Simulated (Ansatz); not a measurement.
Two isomers of C4H6F4: A = `C[C@H](F)[C@H](F)C(F)F`, B = `FCC(F)(CF)CF`.

Program: Ansatz. Geometries: PBE0-D4/def2-TZVP. ΔE: electronic, gas phase. CCSD(T)/CBS adds triple-zeta CCSD(T) − MP2 to the extrapolated MP2 energy (def2 sets, frozen cores). Functionals use def2-TZVPP. B3LYP here is the variant with VWN-RPA as its local correlation; programs differ in this. One conformer a species, not always the lowest.

**Question.** Which is lower in electronic energy at CCSD(T)/CBS, and by how much? (Best estimate.)

**Answer.** Ansatz gave: A, by 38.9 kJ/mol.

**Question.** Give E(B) − E(A) in kJ/mol with ωB97M-V, CCSD(T)/def2-TZVPP, BLYP-D4, HF/def2-TZVPP, B3LYP, MP2/def2-TZVPP, r2SCAN-D4. (Estimate.)

**Answer.** The calculation gave: ωB97M-V 41.0, CCSD(T)/def2-TZVPP 39.2, BLYP-D4 38.4, HF/def2-TZVPP 40.5, B3LYP 40.4, MP2/def2-TZVPP 40.1, r2SCAN-D4 44.1. None reverses the order clearly.

**Question.** Does the order hold for the free energy at 298.15 K (harmonic terms from PBE0-D4)? (Estimate.)

**Answer.** The calculation gave: Yes: G(B) − G(A) = +40.1 kJ/mol, for one conformer each. Modes under 60 cm⁻¹, often nearly free rotors, make the harmonic entropy too high.

Largest T1 diagnostic: 0.011.

At CCSD(T), def2-SVP lies +3.7 kJ/mol from the extrapolated value and def2-TZVPP +0.4 kJ/mol. Leaving LDA and LC-ωPBE aside and taking each functional with its dispersion term where it has one, the values spread over 5.7 kJ/mol, from BLYP-D4 to r2SCAN-D4. LDA lies +3.9 kJ/mol from PBE without D4.
